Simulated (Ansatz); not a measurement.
```xyz
19

C    -0.500   -1.445    1.607
N    -0.002   -0.917    0.354
Ge    0.106   -2.039   -1.155
Ga    0.338   -0.360   -2.936
Ge    0.694    0.740    0.286
O     0.386    1.184   -1.490
Sn   -0.581    2.441    1.804
H     0.242   -2.050    2.144
H    -0.818   -0.645    2.288
H    -1.377   -2.078    1.432
H    -1.215   -2.844   -1.068
H     1.229   -3.075   -0.875
H     1.769   -0.104   -3.554
H    -0.952    0.004   -3.755
H     2.243    0.852    0.343
H     1.000    1.855   -1.805
H    -0.060    2.320    3.424
H    -2.256    2.147    1.719
H    -0.245    4.015    1.237
```

The species carries charge 0 and has multiplicity 1. Sn takes the def2 core potential.

**Question.** List the r2SCAN/def2-TZVPP orbital energies in eV (the Gaussian-basis code of Ansatz). (Best estimate.)

**Answer.** Computed: Occupied: -10835.20, -10833.67, -10121.44, -1350.23, -1348.76, -1243.64, -1200.30, -1200.28, -1200.25, -1198.83, -1198.81, -1198.80, -1100.05, -1099.99, -1099.97, -517.08, -385.21, -273.94, -168.47, -166.94, -147.21, -137.44, -118.24, -118.14, -118.08, -116.69, -116.61, -116.59, -100.11, -99.92, -99.86, -92.25, -92.22, -92.21, -31.63, -31.46, -31.43, -31.38, -31.34, -30.01, -29.92, -29.88, -29.85, -29.83, -27.12, -26.65, -26.65, -26.61, -26.52, -26.52, -22.59, -19.72, -19.63, -19.59, -19.53, -19.51, -17.28, -14.97, -13.83, -13.52, -12.53, -11.82, -11.05, -10.71, -10.44, -9.49, -9.23, -8.68, -8.64, -8.26, -8.24, -7.41, -6.85, -6.25, -5.62. Lowest empty: -1.60, -1.17, -0.90, -0.33, -0.14, 0.48, 0.56, 0.74.
